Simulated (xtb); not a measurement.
C₅H₉NO, triplet, at a GFN2-xTB geometry (a higher spin typed on purpose: for a closed-shell molecule this is an excited state); GFN2-xTB with ALPB(benzene) run with xtb 6.7.1.

The xtb input:
```
$ xtb mol.xyz --gfn 2 --uhf 2 --alpb benzene --json

# file mol.xyz
16

C      2.03104226    -0.19024570    -0.01838659
N      0.72292954     0.36849657     0.13553312
C      0.15333053     1.02961534    -1.01057281
C     -1.34229078     1.06610704    -0.71635767
C     -1.56565952    -0.28394012    -0.04370861
C     -0.30359908    -0.44412037     0.82009422
O      0.07826639    -1.60060551     1.23640014
H      2.72082041     0.61710788    -0.27175171
H      2.08313516    -0.94873185    -0.81071744
H      2.31644692    -0.65719326     0.92299552
H      0.35213405     0.47039376    -1.93782013
H      0.60596952     2.02155965    -1.11330021
H     -1.56664296     1.87057029    -0.01641746
H     -1.94274457     1.19642407    -1.61502891
H     -2.44559987    -0.31600422     0.59745295
H     -1.64709703    -1.09325533    -0.78175677
```

Output, abridged:

```
   ID    Z sym.   atoms
    1    6 C      1, 3-6
    2    7 N      2
    3    8 O      7
    4    1 H      8-16

           -------------------------------------------------
          |                Calculation Setup                |
           -------------------------------------------------

           -------------------------------------------------
          |                 G F N 2 - x T B                 |
           -------------------------------------------------

      * Solvation model:               ALPB
        Solvent                        benzene
        Parameter file                 internal GFN2-xTB/ALPB
        Dielectric constant                7.0000E+00
        Reference state                gsolv [1 M gas/solution]
        Free energy shift                  4.6744E-03 Eh       2.9333E+00 kcal/mol
        Temperature                        2.9815E+02 K
        Density                            8.6700E-01 kg/L
        Solvent mass                       7.8110E+01 g/mol
        Interaction kernel             P16
        Born radius scaling (c1)           1.6914E+00
        Born radii integrator          GBOBC
        Born offset                        0.0000E+00 a0       0.0000E+00 AA
        H-bond correction              false
        Ion screening                  false
        Surface tension                    1.0000E-05 Eh       1.5569E+01 dyn/cm
        Grid points                               230 per atom

          ...................................................
          :                      SETUP                      :
          :.................................................:
          :  # basis functions                  37          :
          :  # atomic orbitals                  37          :
          :  # shells                           23          :
          :  # electrons                        40          :
          :  max. iterations                   250          :
          :  Hamiltonian                  GFN2-xTB          :
          :  restarted?                      false          :
          :  GBSA solvation                   true          :
          :  PC potential                    false          :
          :  electronic temp.          300.0000000     K    :
          :  accuracy                    1.0000000          :
          :  -> integral cutoff          0.2500000E+02      :
          :  -> integral neglect         0.1000000E-07      :
[...]
         :: total energy             -22.159653205284 Eh    ::
[...]
 Mol. α(0) /au        :         68.827059

Wiberg/Mayer (AO) data.
largest (>0.10) Wiberg bond orders for each atom

 ---------------------------------------------------------------------------
     #   Z sym  total        # sym  WBO       # sym  WBO       # sym  WBO
 ---------------------------------------------------------------------------
     1   6 C    3.974 --     2 N    1.042    10 H    0.974     8 H    0.956
                             9 H    0.946
     2   7 N    3.351 --     1 C    1.042     3 C    1.023     6 C    0.913
                             7 O    0.241
     3   6 C    3.977 --     2 N    1.023     4 C    1.005    11 H    0.947
                            12 H    0.939
     4   6 C    3.994 --     3 C    1.005     5 C    1.004    13 H    0.977
                            14 H    0.976
     5   6 C    3.982 --     4 C    1.004    15 H    0.965    16 H    0.961
                             6 C    0.903
     6   6 C    3.385 --     7 O    1.487     2 N    0.913     5 C    0.903
     7   8 O    1.913 --     6 C    1.487     2 N    0.241
     8   1 H    0.994 --     1 C    0.956
     9   1 H    0.995 --     1 C    0.946
    10   1 H    0.994 --     1 C    0.974
    11   1 H    0.996 --     3 C    0.947
    12   1 H    0.993 --     3 C    0.939
    13   1 H    0.997 --     4 C    0.977
    14   1 H    0.997 --     4 C    0.976
    15   1 H    0.997 --     5 C    0.965
    16   1 H    0.998 --     5 C    0.961
 ---------------------------------------------------------------------------

Topologies differ in total number of bonds
Writing topology from bond orders to xtbtopo.mol

molecular dipole:
                 x           y           z       tot (Debye)
 q only:        0.304       1.549      -1.313
   full:        0.319       1.442      -1.662       5.651
molecular quadrupole (traceless):
                xx          xy          yy          xz          yz          zz
 q only:        6.528      -0.271      -4.307      -0.441       3.059      -2.220
  q+dip:        6.358       0.468      -4.513      -0.851       4.638      -1.845
   full:        6.983       0.343      -4.671      -0.913       4.087      -2.312

           -------------------------------------------------
          | TOTAL ENERGY              -22.159653205284 Eh   |
          | GRADIENT NORM               0.008088544193 Eh/α |
          | HOMO-LUMO GAP               7.147154786529 eV   |
           -------------------------------------------------

normal termination of xtb
```
